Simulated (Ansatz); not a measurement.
`C[B](C)[AlH2]` + H₂Se → `CB(C)[SeH]` + `[AlH3]` at 298.15 K and 1 bar (cleavage of the B–Al bond).

Gas-phase electronic energies from Ansatz, PBE0-D4/def2-TZVP geometries. CCSD(T)/CBS adds triple-zeta CCSD(T) − MP2 to the extrapolated MP2 energy (def2 sets, frozen cores). This one scheme is used for every species. For Se outer-core shells are correlated without core-valence functions, which leaves a few kJ/mol of doubt a bond. Scalar relativity is left out up to krypton. One conformer a species, not always the lowest.

| species | CCSD(T)/CBS energy (Eh) | H − E (kJ/mol) | S (J/(mol·K)) |
| --- | --- | --- | --- |
| `C[B](C)[AlH2]` | -347.69710 | 256.5 | 345.1 |
| H₂Se | -2401.89790 | 45.8 | 219.1 |
| `CB(C)[SeH]` | -2505.86300 | 245.1 | 342.3 |
| `[AlH3]` | -243.78045 | 58.9 | 207.5 |

H − E and S are ideal-gas, rigid-rotor, harmonic terms from PBE0-D4/def2-TZVP, for one conformer and one mirror image of each species. 1 Eh = 2625.50 kJ/mol, R = 8.31446 J/(mol·K).

Q: By hand: ΔE, ΔH, ΔS and ΔG.

A: ΔE = (-2505.86300) + (-243.78045) − (-347.69710) − (-2401.89790) = -0.04845 Eh = -127.2 kJ/mol. Δ(H − E) = 245.1 + 58.9 − 256.5 − 45.8 = 1.7, so ΔH = -125.5 kJ/mol. ΔS = 342.3 + 207.5 − 345.1 − 219.1 = -14.4 J/(mol·K). ΔG = -125.5 − 298.15 × (-14.4)/1000 = -121.2 kJ/mol.

Q: By hand: the equilibrium constant, and the temperature at which ΔG would vanish if ΔH and ΔS stayed fixed.

A: log₁₀ K = −ΔG/(RT ln 10) = 21.2. ΔG = 0 at ΔH/ΔS = 8715 K, far beyond where these terms or the molecules hold.

The number of gas molecules stays the same, so ΔS is small and ΔH decides. A doubt of 5 kJ/mol in ΔE shifts log₁₀ K by 0.9 here. Other conformers and mirror images would add mixing entropy, several J/(mol·K) or more a flexible species. These are equilibria of isolated gas molecules and say nothing of rates. Largest T1 diagnostic: 0.011 (customary marks: 0.02 for closed shells, 0.045 for open ones).
